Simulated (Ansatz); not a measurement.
Consider the redistribution: `B1NB[SiH2]1` + `C[CH2][Al]([OH])[SH]` → `O[SiH]1BNB1` + `C[CH2][AlH][SH]`.

Program: Ansatz. Geometries: PBE0-D4/def2-TZVP. ΔE: electronic, gas phase. CBS: MP2 limit from def2 TZ/QZ plus the TZ coupled-cluster correction, frozen cores. Functionals use def2-TZVPP. Each species was taken in one conformer, which may not be the lowest.

```csv
level,ΔE (kcal/mol)
ωB97M-V,13.7
r2SCAN,14.3
MP2/def2-QZVPP,14.6
CCSD/CBS(def2),14.2
```

Problem. What does CCSD(T)/CBS give? (Estimate.)

Solution. Ansatz gave: +14.3 kcal/mol. The listed levels differ from it by -0.6, 0.0, 0.3, -0.1 kcal/mol.

Largest T1 diagnostic among the species: 0.014.

In def2-TZVPP, CCSD(T) changes the Hartree–Fock value by +1.4 kcal/mol (the triples alone add +0.1 kcal/mol) and MP2 by +1.6 kcal/mol. At CCSD(T), def2-SVP lies +2.7 kcal/mol from the extrapolated value and def2-TZVPP +0.3 kcal/mol.
